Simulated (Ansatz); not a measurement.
`NB(F)S`. The species carries charge 0 and has multiplicity 1. All single points use the PBE0-D4/def2-TZVP geometry. It is one conformer, not always the lowest.

```xyz
7

N    -0.175   -1.180    0.003
B     0.009    0.184   -0.221
F    -0.026    0.648   -1.476
S     0.296    1.343    1.159
H    -0.162   -1.600    0.914
H    -0.333   -1.821   -0.754
H     0.392    2.426    0.375
```

Problem. What is the dipole moment at B3LYP/def2-TZVPP? (Estimate.)

Solution. Ansatz gave: 1.73 D, with components (-0.24, -1.70, 0.21) D in this frame, pointing from negative to positive charge.

Problem. And with PBE, r2SCAN, ωB97M-V? (Estimate.)

Solution. Ansatz gave: PBE 1.73 D, r2SCAN 1.72 D, ωB97M-V 1.73 D.

Problem. Give the Mulliken charges with B3LYP, PBE, r2SCAN in def2-TZVPP. (Estimate.)

Solution. Ansatz gave: 
| atom | B3LYP | PBE | r2SCAN |
| --- | --- | --- | --- |
| N1 | -0.28 | -0.29 | -0.34 |
| B2 | 0.36 | 0.30 | 0.40 |
| F3 | -0.27 | -0.23 | -0.29 |
| S4 | -0.25 | -0.26 | -0.23 |
| H5 | 0.16 | 0.17 | 0.17 |
| H6 | 0.17 | 0.18 | 0.18 |
| H7 | 0.11 | 0.12 | 0.11 |

B3LYP here is the variant with VWN-RPA as its local correlation; programs differ in this.
